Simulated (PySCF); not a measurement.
C2H5S, SMILES [CH2]SC, multiplicity 2. Atoms are numbered in the order given.

```xyz
8

C      1.4265     0.0709    -0.2826
S     -0.0188    -0.3012     0.5356
C     -1.2511     0.3980    -0.5796
H      2.3522    -0.2524     0.1691
H      1.4239     0.6586    -1.1890
H     -1.1002     1.4730    -0.6862
H     -1.1996    -0.0875    -1.5549
H     -2.2286     0.2137    -0.1351
```
Charge 0, spin multiplicity 2.

Coordinates come from a r2SCAN-D4/def2-TZVP optimisation. The isomer is the one that the SMILES or the coordinates give; other isomers of the formula were not compared.

The numbers are results of B3LYP/pcH-1 in PySCF, not measurements.

Unrestricted Kohn–Sham, ⟨S²⟩ = 0.754. Hyperfine tensors hold the contact and dipolar terms, without spin-orbit corrections.

Problem. Estimate the hyperfine couplings. (The exact figures need the calculation; the answer reports its results.)

Solution. 
```tsv
nucleus	A(iso) (MHz)	A(iso) (G)	dipolar principal values (MHz)
13C no. 1	79.5	28.4	-69.7, -69.1, 138.8
33S no. 2	8.8	3.1	-27.9, -23.0, 50.9
13C no. 3	-4.8	-1.7	-1.0, -0.2, 1.2
1H no. 4	-54.5	-19.4	-32.6, -0.9, 33.5
1H no. 5	-55.5	-19.8	-32.8, -0.3, 33.1
1H no. 6	16.3	5.8	-2.9, -2.0, 4.9
1H no. 7	16.9	6.0	-2.9, -2.0, 4.9
1H no. 8	-1.7	-0.6	-2.4, -1.8, 4.2
```

Problem. And the g tensor (effective nuclear charges for spin-orbit coupling, GIAO)? (The exact figures need the calculation; the answer reports its results.)

Solution. principal values 2.0020, 2.0048, 2.0090; isotropic 2.0053.
